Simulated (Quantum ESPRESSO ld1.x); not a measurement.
Values are calculated unless marked as measured or tabulated.
One sound ld1.x (Quantum ESPRESSO 7.5) input for the praseodymium ion Pr2+ gives E = -8917.1081 hartree in 39 iterations:

```
 &input
    zed=59.0,
    iswitch=1,
    rel=0,
    lsd=1,
    dft='PZ',
    config='[Xe] 4f3',
    prefix='ld1',
    max_out_wfc=37,
    file_charge='ld1.rho',
 /
```

Changed or added lines, one case at a time, and what came of them:

- confg=1: refused. The program stops in ld1_readin with "reading input namelist": the namelist holds a keyword that &input does not know.
- config='[Xe] 4f3 6p2': ran as typed. The string holds 59 electrons for Z = 59, so the species has charge 0 and is not the one meant. The run is valid for that other species.
- noscf=.true.: refused. The program stops in ld1_readin with "hydrogenic levels available only with lsd=0": noscf gives hydrogenic levels and needs lsd = 0.
- tr2=1e-22: usable despite the warning. The threshold lies below the rounding noise, so the cycle runs to its limit and warns, but the energy differs from the sound run by less than 1e-5 hartree.
- beta=1.0: harmless. The Broyden-type mixing copes: 13 iterations against 39, same energy.
- isic=1 latt=1: refused. The program stops in ld1_readin with "isic and latter correction not allowed": the two corrections exclude each other.
- atom='Pr': harmless. atom and zed name the same element, and the result equals that of the sound run.
